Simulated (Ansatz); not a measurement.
System: BH$_{2}$Se$_{2}$, charge 0, doublet. BH2Se2 (SMILES B([Se])[SeH], doublet).
B3LYP-D3(BJ)/def2-TZVP minimum from Ansatz (an electronic-structure program):
```xyz
5

B     -0.5756    -0.2901     0.4759
H     -1.4694    -0.6959     1.1471
Se     1.1842    -0.7271     1.0215
Se    -0.9845     0.7693    -1.0983
H     -2.4439     0.7129    -0.9180
```
Charge 0, spin multiplicity 2.

Total energies in aug-cc-pVDZ, 17 correlated electrons, 29 frozen orbitals. UHF or UKS for unpaired electrons; spin-orbit terms are left out. Cores are frozen in correlated methods (noble-gas shells, and filled d and f shells in the p block). No relativity.

| method | program | energy (Eh) | minus CCSDT(Q) (mEh) |
|---|---|---|---|
| HF | Ansatz | -4825.51432 | 363.45 |
| MP2 | Ansatz | -4825.82211 | 55.66 |
| CCSD | Ansatz | -4825.86211 | 15.66 |
| CCSD(T) | Ansatz | -4825.87557 | 2.20 |
| CCSDT(Q) | Ansatz | -4825.87777 | 0.00 |

Rough core times of Ansatz's runs on a shared machine: CCSD(T) 90 s, CCSDT(Q) 40 min.
